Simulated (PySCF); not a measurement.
A side-by-side comparison of computed properties.

First species: C₄H₈F₂O₂Si.
Cartesian coordinates in Å at the GFN2-xTB level; atoms count from 1:
```xyz
17
C4H8F2O2Si angstrom
C      0.636    0.794   -1.311
C      0.591    0.171   -0.144
O      1.630   -0.316    0.527
Si     3.247   -0.191    0.344
O     -0.552   -0.092    0.589
C     -1.777    0.065    0.000
F     -2.080    1.411   -0.118
C     -2.848   -0.581    0.881
F     -3.012   -1.888    0.521
H      1.579    0.938   -1.799
H     -0.235    1.196   -1.789
H      3.661   -0.758   -0.941
H      3.653    1.214    0.400
H      3.661   -0.981    1.490
H     -1.815   -0.341   -1.025
H     -3.805   -0.073    0.735
H     -2.540   -0.557    1.930
```

Second species: C6H8ClNSi.
InChI=1S/C6H8ClNSi/c7-5-9-6-3-1-2-4-8-6/h1-4H,5,9H2

Levels: PBE0/pcSseg-1 for dipole moment, HOMO energy, LUMO energy and HOMO–LUMO gap; GFN2-xTB for rotational constant A and rotational constant C. Geometries: GFN2-xTB. Each species is one conformer at its optimised geometry, gas phase, non-relativistic unless stated; the electronic structure was computed with PySCF and density fitting.

Dipoles, sizes and rotational constants follow the conformer. The torsions of the flexible species, by atom-mapped SMILES:
- `[CH2:1]=[C:2]([O:3][SiH3:4])[O:5][C@H:6]([F:7])[CH2:8][F:9]`: C1–C2–O3–Si4 10°, C1–C2–O5–C6 13°, C2–O5–C6–F7 -75°, O5–C6–C8–F9 -90°
- `[Cl:1][CH2:2][SiH2:3][c:4]1[cH:5][cH:6][cH:7][cH:8][n:9]1`: Cl1–C2–Si3–C4 180°, C2–Si3–C4–C5 180°

| property | column X | column Y |
| --- | --- | --- |
| dipole moment | 4.26 D | 1.37 D |
| HOMO energy | -7.39 eV | -6.99 eV |
| LUMO energy | -1.16 eV | 0.07 eV |
| HOMO–LUMO gap | 6.23 eV | 7.06 eV |
| rotational constant A | 3.955 GHz | 2.829 GHz |
| rotational constant C | 0.446 GHz | 0.529 GHz |

(1) Which column belongs to which species?

(2) How does each property change from the first species to the second?

## Answers

(1) Column X is the second species and column Y the first. The first has 17 atoms and 80 electrons, the second 17 and 82.

(2) dipole moment +2.89 D; HOMO energy -0.40 eV; LUMO energy -1.23 eV; HOMO–LUMO gap -0.83 eV; rotational constant A +1.126 GHz; rotational constant C -0.083 GHz.

On the first: The dipole matches unit charges of opposite sign 0.28 Å apart (1 e·Å = 4.8032 D).

On the second: The dipole matches unit charges of opposite sign 0.89 Å apart (1 e·Å = 4.8032 D).
